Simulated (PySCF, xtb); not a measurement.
## Relative energy of two structures of ClH2OSn+

We compare I, a singlet given by its coordinates, with II, `[OH][SnH+][Cl]`, a singlet. Both are isolated ions in the gas phase, relaxed with PBE0-D4/def2-SVP; the shapes shown needn't be the lowest conformers.

I (Å):

```xyz
5

Cl    1.0208    0.4173    1.5440
O    -0.2784   -1.1140   -1.3584
Sn    0.9125    0.3844   -1.3502
H     1.8107    1.4002    1.8481
H    -0.7788   -1.7513   -0.8339
```

Close contacts (Å): Cl1–Sn3 2.90, O2–Sn3 1.91, Cl1–H4 1.30, O2–H5 0.97.

II (Å):

```yaml
atoms:
  - { symbol: Cl, position_ang: [2.5746, 2.1032, -2.5172] }
  - { symbol: O, position_ang: [0.9066, 0.2030, -0.2385] }
  - { symbol: Sn, position_ang: [1.5820, 1.9776, -0.4929] }
  - { symbol: H, position_ang: [0.4503, -0.0041, 0.5944] }
  - { symbol: H, position_ang: [1.4842, 3.2815, 0.5818] }
```

Question: Estimate E(II) − E(I) at the level CCSD(T)/def2-SVP + ΔMP2/def2-TZVPP.

Answer: Calculated at CCSD(T)/def2-SVP + ΔMP2/def2-TZVPP: E(II) − E(I) = +28.7 kcal/mol, so structure I lies lower.

How the difference moves with the method:

```json
{"level": "PBE0-D4/def2-SVP", "geometry": "PBE0-D4/def2-SVP", "E(II) − E(I) (kcal/mol)": "+29.1", "departure from the last row (kcal/mol)": "+0.4", "job, with rough time for the two": "optimisation, 89 s"}
{"level": "HF/def2-SVP", "geometry": "PBE0-D4/def2-SVP", "E(II) − E(I) (kcal/mol)": "+29.0", "departure from the last row (kcal/mol)": "+0.3", "job, with rough time for the two": "part of the CCSD(T) run"}
{"level": "MP2/def2-SVP", "geometry": "PBE0-D4/def2-SVP", "E(II) − E(I) (kcal/mol)": "+24.8", "departure from the last row (kcal/mol)": "−3.9", "job, with rough time for the two": "part of the CCSD(T) run"}
{"level": "CCSD(T)/def2-SVP", "geometry": "PBE0-D4/def2-SVP", "E(II) − E(I) (kcal/mol)": "+26.7", "departure from the last row (kcal/mol)": "−2.0", "job, with rough time for the two": "single point"}
{"level": "CCSD(T)/def2-SVP + ΔMP2/def2-TZVPP", "geometry": "PBE0-D4/def2-SVP", "E(II) − E(I) (kcal/mol)": "+28.7", "departure from the last row (kcal/mol)": "", "job, with rough time for the two": "single point, 25 s"}
```

The levels shown agree on the order. The largest departure from CCSD(T)/def2-SVP + ΔMP2/def2-TZVPP is that of MP2/def2-SVP, 3.9 kcal/mol. Levels run at GFN2-xTB geometries aren't shown. The last row adds to CCSD(T) the change of the MP2 difference between the two basis sets, here +2.0 kcal/mol.

With thermal terms from frequencies at re-optimised GFN2-xTB minima (ideal gas, soft modes damped towards free rotors, one conformer each, 298.15 K, 1 atm): on the last row, ΔE + ΔZPE = +27.8, ΔH = +27.3, ΔG = +28.7 kcal/mol.

The correlated steps freeze 10 core orbitals; the filled d shell of Sn is correlated, in a basis made for valence electrons. Atoms past krypton carry core potentials in the def2 sets and no spin–orbit term is included. Run with PySCF 2.14.0, xtb 6.7.1; the last row on 2 threads of Arm Neoverse V1 on a shared host.
